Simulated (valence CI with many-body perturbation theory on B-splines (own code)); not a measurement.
Mo21+: calculated level list

Calculated by relativistic CI+MBPT: three valence electrons over a frozen Dirac-Fock core [Ar], a basis of 9 s, 9 p, 10 d, 8 f, 5 g, 3 h, 1 i functions for each j, with the one-electron correlation potential Σ1, the two-electron term Σ2, the three-electron term Σ3, Breit, model QED; selected CI, second order for the rest (own B-spline code, finite nucleus).

No measured levels were compared; by estimate terms of the open shell hold to 2 to 4 % of their energy, and close levels can change places. Core correlation moves these levels by up to 6300 cm⁻¹, and in measured spectra 5 to 20 % of such shifts remained as error; rates that hang on mixing are uncertain with them. Only levels of the ground parity were solved; by the run's estimate the other parity begins above the list, which can be wrong where configurations are misplaced.

Levels 1 to 19 of 19, with energies above the lowest level, 3d3 4F_3/2. "Leading %" is the weight of the configuration and term that name the level; weights of strongly mixed levels are sums over their largest components and can fall short.

```csv
No.,Configuration,Term,J,E (cm⁻¹),Leading %,Second component,g
1,3d3,4F,3/2,0.0,89,10 % 3d3 2D,0.446
2,3d3,4F,5/2,17023,96,,1.032
3,3d3,4F,7/2,32715,93,6 % 3d3 2G,1.213
4,3d3,4F,9/2,45441,78,19 % 3d3 2G,1.275
5,3d3,4P,3/2,59005,54,31 % 3d3 2P,1.448
6,3d3,4P,1/2,65635,78,22 % 3d3 2P,2.226
7,3d3,2G,7/2,81253,91,7 % 3d3 4F,0.915
8,3d3,2H,9/2,84937,53,29 % 3d3 2G,1.040
9,3d3,4P,5/2,88810,92,7 % 3d3 2D,1.566
10,3d3,2D,3/2,100160,49,37 % 3d3 4P,1.167
11,3d3,2P,1/2,107080,78,22 % 3d3 4P,1.105
12,3d3,2H,11/2,116240,100,,1.088
13,3d3,2D,5/2,123540,91,5 % 3d3 4P,1.211
14,3d3,2G,9/2,126170,51,44 % 3d3 2H,1.031
15,3d3,2P,3/2,142110,60,30 % 3d3 2D,1.192
16,3d3,2F,7/2,157780,97,,1.134
17,3d3,2F,5/2,158960,91,8 % 3d3 2D,0.888
18,3d3,2D,5/2,237110,90,8 % 3d3 2F,1.178
19,3d3,2D,3/2,237960,100,,0.800
```

Names give the largest LS component (configuration and term), which can be under half, so a name can repeat, a term be missing and a line seem to break the LS rules; names also repeat where a configuration has a term twice.

The ionisation energy to 3d2 3F_2 of the next ion comes out as 953.66 eV (NIST: 953 ± 4 eV (theoretical)). All 19 levels together are meant to be complete up to 247460 cm⁻¹.
